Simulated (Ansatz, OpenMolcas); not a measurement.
## The same job for Ansatz

OpenMolcas 26.06 runs this on doublet SiH3Br+:

coord.xyz:
```
5

Si    -0.147420     0.056100    -0.043220
Br     1.853020    -0.705130     0.543250
H     -1.064550    -0.105170     1.107850
H     -0.625550    -0.731350    -1.202270
H     -0.015510     1.485560    -0.405610
```

test.input:
```
* BrH3Si Kohn-Sham DFT

&gateway
  baslib=$CurrDir
  coord=coord.xyz
  basis=def2-TZVP
  group=NoSym

&seward
  gridinput
  Grid=UltraFine
  End of Grid

&scf
  uhf
  charge=1
  spin=2
  ksdft=PBE0
  thresholds=1e-10 1e-07 1e-07 1e-05
  prorbitals=1
```

```bash
$ export MOLCAS_MEM=1860
$ pymolcas test.input > test.log
```

(Basis files named in the input come from the Basis Set Exchange and aren't shown.)

Geometry: relaxed at PBE0-D4/def2-TZVP. That shape belongs to the parent species and isn't relaxed for this state.

It gives a total energy of -2864.672762 Eh.

Problem. Write the same calculation for Ansatz 0.2.0 as an input file of the program's own.

Solution. One way, which was run:

run.yaml:
```yaml
crystal:
  periodic: [false, false, false]
  atoms:
    - {symbol: Si, position_ang: [-0.147420, 0.056100, -0.043220]}
    - {symbol: Br, position_ang: [1.853020, -0.705130, 0.543250]}
    - {symbol: H, position_ang: [-1.064550, -0.105170, 1.107850]}
    - {symbol: H, position_ang: [-0.625550, -0.731350, -1.202270]}
    - {symbol: H, position_ang: [-0.015510, 1.485560, -0.405610]}
basis:
  gaussian: {orbitals: def2-TZVP}
total_charge: 1
magnetization: {spin_polarized: true, initial_magnetization: 1}
hamiltonian: {xc: {name: PBE0}}
accuracy: high
output: {orbitals: {seedname: orbitals}}
```

```bash
$ ansatz run run.yaml --threads 1 --pin off --max-ram 3480MiB --events-out events.jsonl --progress --plain --runs-dir runs
```

Its energy is -2864.672762 Eh, 0.000 mEh from the first.
